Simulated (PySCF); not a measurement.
## How methods differ on the ionisation energy of S⁺

S⁺ [Ne] 3s2 3p3 (4S) → S²⁺ [Ne] 3s2 3p2 (3P), as a difference of total energies. Calculation: PySCF 2.14, in x2c-TZVPall (5s5p2d1f, 37 functions); the spin-free X2C one-electron Hamiltonian (Gaussian nucleus). Correlated levels: valence: [Ne] frozen. The calculations carry no spin-orbit coupling.

Question: Order these methods by the ionisation energy they give, lowest first.
A. TPSS
B. SCS-MP2 (valence)
C. CCSD(T) (valence)
D. MP2 (valence)

Answer: B (23.126 eV), C (23.284 eV), D (23.310 eV), A (23.358 eV).

The reference lies between the lowest fine-structure levels, while these numbers refer to the centres of the terms.

Errors of the correlated levels include the incompleteness of this basis and the frozen core.

For comparison: 23.338 eV (measured; NIST Atomic Spectra Database, ionization energies).
